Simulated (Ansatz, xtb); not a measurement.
**Two structures of CH4OSZn**

Structure I is `O[CH2][Zn][SH]`, a singlet and structure II is a singlet given by its coordinates. Both are isolated molecules in the gas phase, relaxed with B3LYP-D3(BJ)/def2-SVP; the shapes shown needn't be the lowest conformers.

I (Å):

```tsv
atom	x (Å)	y (Å)	z (Å)
C	-2.7207	0.1865	0.7334
O	-3.4873	-0.9750	1.0194
S	1.0442	-0.9919	-0.6378
Zn	-0.9490	-0.3854	0.0794
H	0.5225	-1.9878	-1.3953
H	-3.1993	0.8274	-0.0364
H	-2.5779	0.8278	1.6284
H	-4.3530	-0.6955	1.3469
```

II (Å):

```xyz
8

C    -2.6104   -0.0528   -0.3874
O    -1.2830    0.0990    0.1533
S    -3.5142   -1.1128    0.7912
Zn   -1.5377   -1.3101    1.8559
H    -0.6689    0.4795   -0.4925
H    -3.0970    0.9328   -0.4801
H    -2.5612   -0.5254   -1.3832
H    -0.3649   -1.6712    2.7930
```

Close contacts (Å): C1–O2 1.44, C1–S3 1.82, O2–Zn4 2.22, S3–Zn4 2.25, C1–H6 1.10, C1–H7 1.10, O2–H5 0.97, Zn4–H8 1.54.

Task: Estimate which is lower in electronic energy at CCSD(T)/def2-SVP + ΔMP2/def2-TZVPP, and by roughly how much.

Result: Too close to call at this level: CCSD(T)/def2-SVP + ΔMP2/def2-TZVPP gives E(II) − E(I) = +1.32 kJ/mol.

The same difference at several levels:

```csv
level,geometry,E(II) − E(I) (kJ/mol),departure from the last row (kJ/mol),"job, with rough time for the two"
B3LYP-D3(BJ)/def2-SVP,B3LYP-D3(BJ)/def2-SVP,−9.03,−10.36,"optimisation, 3.4 min"
HF/def2-SVP,B3LYP-D3(BJ)/def2-SVP,−14.15,−15.47,part of the CCSD(T) run
MP2/def2-SVP,B3LYP-D3(BJ)/def2-SVP,−11.06,−12.39,part of the CCSD(T) run
CCSD(T)/def2-SVP,B3LYP-D3(BJ)/def2-SVP,−12.02,−13.34,single point
CCSD(T)/def2-SVP + ΔMP2/def2-TZVPP,B3LYP-D3(BJ)/def2-SVP,+1.32,,"single point, 30 s"
```

The largest departure from CCSD(T)/def2-SVP + ΔMP2/def2-TZVPP is that of HF/def2-SVP, 15.47 kJ/mol. Levels run at GFN2-xTB geometries aren't shown. The last row adds to CCSD(T) the change of the MP2 difference between the two basis sets, here +13.34 kJ/mol, a large step that makes the value less sure.

With harmonic frequencies from B3LYP-D3(BJ)/def2-SVP (ideal gas, rigid rotor, one conformer each, 298.15 K, 1 atm): on the last row, ΔE + ΔZPE = +2.39 kJ/mol. A mode under 50 cm⁻¹ makes harmonic enthalpies and free energies unreliable, so none is given.

The correlated steps freeze 12 core orbitals; the last core shell of Zn is correlated, in a basis made for valence electrons. Programs: Ansatz 0.2.0; the last row on 2 threads of Arm Neoverse V1 on a shared host.
